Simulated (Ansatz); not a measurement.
Molecule: C₃H₅O₃, charge 0, multiplicity 2. It need not be the lowest isomer of its formula. SMILES: O(C)C(=O)O[CH2]
Coordinates optimised at B3LYP-D3(BJ)/def2-TZVP (Ansatz, an electronic-structure program):
```xyz
11

C      2.3673    -0.0151     0.0741
O      1.1501    -0.5067     0.4539
C      0.0464     0.0785    -0.0667
O      0.0374     0.9848    -0.8537
O     -1.0112    -0.5382     0.4551
C     -2.2832    -0.0426     0.0064
H      3.1959    -0.5857     0.4527
H      2.4043     0.7361    -0.6960
H     -3.0242    -0.6455     0.5224
H     -2.3762    -0.1589    -1.0724
H     -2.3936     1.0090     0.2673
```
Charge 0, spin multiplicity 2.

Property: atomisation energy (electronic, to ground-state atoms), in kcal/mol. Cores are frozen in the correlated levels unless marked. Open shells are spin-unrestricted. Spin-orbit coupling is left out. No relativistic terms. The coupled-cluster limit lacks core correlation, which all-electron functionals hold. Basis-set limits of correlation are two-point, X^-3; Hartree-Fock from the larger set. The bracket is a focal-point correction in the basis named.

```csv
level,program,atomisation energy (kcal/mol),minus last row
HF/cc-pVQZ,Ansatz,746.9,-332.5
BLYP-D3(BJ)/def2-TZVPD,Ansatz + dftd3,1089.1,9.7
BLYP-D4/def2-TZVPD,Ansatz + dftd4,1090.0,10.6
PBE0-D3(BJ)/def2-TZVPD,Ansatz + dftd3,1088.7,9.3
PBE0/def2-QZVPP,Ansatz,1086.7,7.3
CAM-B3LYP-D4/def2-TZVPD,Ansatz + dftd4,1088.3,8.9
wB97X-V/def2-TZVPD,Ansatz,1083.2,3.8
B2GP-PLYP-D4/def2-TZVPD,Ansatz + dftd4,1066.3,-13.1
CCSD/cc-pVDZ,Ansatz,974.8,-104.6
"RI-MP2/CBS(cc-pVTZ,cc-pVQZ)+[CCSD(T)-MP2]/cc-pVTZ",Ansatz,1079.4,0.0
```
